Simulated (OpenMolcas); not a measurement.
**Yb3+ in tetrahedral coordination: ligands and hosts compared**

```yaml
Program: OpenMolcas 26.06
Method: CASSCF
Active_space: 13 electrons in 7 orbitals (4f)
Spin-orbit_coupling: RASSI with atomic mean-field integrals over the reference wave functions
```

Distances were set from a Shannon-type radius of the metal (high-spin where two are listed) plus a fixed donor radius (I 2.13, F 1.31, Cl 1.76 Å). Anionic complexes are neutralised by point charges, and hosts are embedded clusters. Ligand basis ANO-RCC-VDZP. States (labels of Td). Energies in cm-1 above the lowest state or level, χT in cm3 K/mol.

```json
{"Ligand or host": "I", "R (Å)": "2.87", "Metal basis": "ANO-RCC-VTZP", "Outer charge (e at Å behind ligand)": "0.25 at 2.8", "Ground state": "2A1", "First state of that spin": "2T2 25.5", "First gap with spin-orbit (degeneracies)": "9.1 (2, 2)", "Width of lowest J": "11", "χT at 300 K": "2.570"}
{"Ligand or host": "F", "R (Å)": "2.05", "Metal basis": "ANO-RCC-VDZP", "Outer charge (e at Å behind ligand)": "0.25 at 2.8", "Ground state": "2A1", "First state of that spin": "2T1 382.4", "First gap with spin-orbit (degeneracies)": "240.0 (2, 4)", "Width of lowest J": "277", "χT at 300 K": "2.460"}
{"Ligand or host": "Cl", "R (Å)": "2.5", "Metal basis": "ANO-RCC-VDZP", "Outer charge (e at Å behind ligand)": "0.25 at 3.2", "Ground state": "2A1", "First state of that spin": "2T1 81.6", "First gap with spin-orbit (degeneracies)": "46.4 (2, 4)", "Width of lowest J": "51", "χT at 300 K": "2.563"}
```

The rows also differ in their metal basis and outer charges, so part of each step comes from that.

Without dynamic correlation the ligand-field splitting of an f shell can come out too small, at times by half. No measured value stands beside these numbers; the geometry was imposed, not optimised, and the real ion may take another.
